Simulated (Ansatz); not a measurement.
`[SiH3]/C=C(\[SiH3])Cl` → `C=C(Cl)[SiH2][SiH3]`  (isomerisation)

Calculated with Ansatz (gas phase, PBE0-D4/def2-TZVP geometries, no zero-point term in ΔE). CBS: MP2 limit from def2 TZ/QZ plus the TZ coupled-cluster correction, frozen cores. Functionals use def2-TZVPP. B3LYP here is the variant with VWN-RPA as its local correlation; programs differ in this. Each species was taken in one conformer, which may not be the lowest.

`[SiH3]/C=C(\[SiH3])Cl`:

Cartesian coordinates in Å:
```
Si -1.699 -0.780 0.175
C -0.110 -0.910 -0.807
C 0.960 -0.135 -0.647
Si 1.195 1.273 0.567
Cl 2.376 -0.379 -1.645
H -2.614 -1.840 -0.321
H -1.459 -0.991 1.626
H -2.348 0.543 -0.014
H -0.066 -1.686 -1.571
H 2.341 0.961 1.455
H -0.047 1.424 1.368
H 1.470 2.520 -0.186
```

`C=C(Cl)[SiH2][SiH3]`:

Z-matrix (Å, degrees):
```
Si
Si 1 2.341
C 1 1.873 2 110.0
H 1 1.489 2 110.9 3 -118.8
H 1 1.487 2 110.1 3 120.1
H 2 1.486 1 110.7 3 -64.3
H 2 1.488 1 109.5 3 175.7
H 2 1.487 1 109.7 3 56.4
Cl 3 1.743 1 114.2 2 61.0
C 3 1.326 1 125.8 2 -117.5
H 10 1.085 3 122.5 1 178.5
H 10 1.084 3 119.6 1 -1.6
```

Problem. Is it downhill or uphill in electronic energy at CCSD(T)/CBS, and by how much? (Estimate.)

Solution. The calculation gave: Downhill: ΔE = -6.5 kJ/mol.

Problem. What do these levels give: PBE-D4, r2SCAN-D4, B3LYP-D4, ωB97X-V, PBE, r2SCAN, PBE0, B3LYP, CCSD(T)/def2-TZVPP, HF/def2-QZVPP, MP2/def2-QZVPP, SCS-MP2/def2-QZVPP? (Estimate.)

Solution. Computed: PBE-D4 -15.8, r2SCAN-D4 -10.0, B3LYP-D4 -7.2, ωB97X-V -9.1, PBE -17.0, r2SCAN -10.2, PBE0 -15.8, B3LYP -9.2, CCSD(T)/def2-TZVPP -6.7, HF/def2-QZVPP -4.3, MP2/def2-QZVPP -0.3, SCS-MP2/def2-QZVPP 0.1 kJ/mol.

Largest T1 diagnostic among the species: 0.012.
